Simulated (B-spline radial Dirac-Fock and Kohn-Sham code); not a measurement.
# Kohn-Sham estimates against Dirac-Fock for the levels of Cu²⁰⁺

System: the Cu²⁰⁺ ion, 1s2 2s2 2p5.

The density-functional columns are spherical, spin-unpolarised Dirac-Kohn-Sham results without Breit or QED terms: −ε is minus the orbital energy of the initial state and ΔSCF the difference of two total energies. The reference in the last column comes from relaxed Dirac-Fock hole states (ΔSCF) with Breit and QED corrections and a finite nucleus. All numbers are from a B-spline atomic structure program, in eV; a selection of levels is shown. For the 1s level of heavy atoms much of the gap between ΔSCF and the reference is the Breit and QED part, -16.0 eV here; for other levels the error of the functional can be larger.

```tsv
level	LDA −ε	LDA ΔSCF	Dirac-Fock
1s	9742.7	9947.3	9928.8
2s	1882.7	1932.5	1946.7
2p	1754.6	1811.9	1808.8
```

Values without a named source are computed, but for edge energies of neutral atoms, which are taken from tables.
